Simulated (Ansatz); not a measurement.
This geometry of C$_{2}$H$_{9}$FOSi$_{2}$ (15 atoms, charge 0, multiplicity 1) is a first-order saddle point.

All numbers below come from RKS B3LYP/STO-3G in Ansatz 0.2.0.

```xyz
15
Properties=species:S:1:pos:R:3
C 0.890 -2.346 1.107
C 1.034 -1.155 0.092
O -0.150 -0.298 0.227
Si -0.059 1.063 -0.829
F -0.073 0.502 -2.379
Si -1.835 2.393 -0.332
H 1.715 -2.353 1.835
H 0.876 -3.315 0.587
H -0.058 -2.233 1.657
H 1.136 -1.562 -0.942
H 1.976 -0.597 0.307
H 1.220 1.744 -0.646
H -1.737 2.877 1.026
H -3.088 1.688 -0.472
H -1.868 3.541 -1.209
```

Which two structures does it join? (They come from a converged band through this point; their orientation in space is the band's.)

No bond is made or broken. The dihedral H7–C1–C2–O3 goes from -180 to -60°. The two ends are copies of one structure, up to a mirror image or an exchange of like atoms.

First end point:

```xyz
15
Properties=species:S:1:pos:R:3
C 1.004 -2.197 1.284
C 1.140 -1.012 0.277
O -0.149 -0.316 0.210
Si -0.073 1.039 -0.854
F 0.219 0.471 -2.374
Si -2.056 2.134 -0.661
H 1.958 -2.742 1.359
H 0.224 -2.896 0.948
H 0.732 -1.821 2.282
H 1.451 -1.420 -0.715
H 1.964 -0.340 0.620
H 1.067 1.880 -0.500
H -2.238 2.611 0.690
H -3.173 1.281 -0.995
H -2.091 3.278 -1.543
```

Last end point:

```xyz
15
Properties=species:S:1:pos:R:3
C 0.876 -2.358 1.073
C 1.023 -1.160 0.083
O -0.150 -0.294 0.234
Si -0.057 1.072 -0.814
F -0.082 0.521 -2.368
Si -1.823 2.407 -0.298
H 0.815 -1.992 2.109
H 1.743 -3.031 0.986
H -0.038 -2.928 0.849
H 1.120 -1.564 -0.954
H 1.976 -0.622 0.307
H 1.227 1.745 -0.636
H -1.704 2.901 1.055
H -3.079 1.703 -0.413
H -1.871 3.549 -1.182
```

How far does it lie above each of them?

0.093 eV above the first and 0.093 eV above the second. This is the barrier of this one path; another mechanism may lie lower. Limits of this set-up: minimal basis.

Time of the run: 4 min on 1 thread of AMD EPYC (Zen 3) (shared host), peak memory 0.14 GiB.
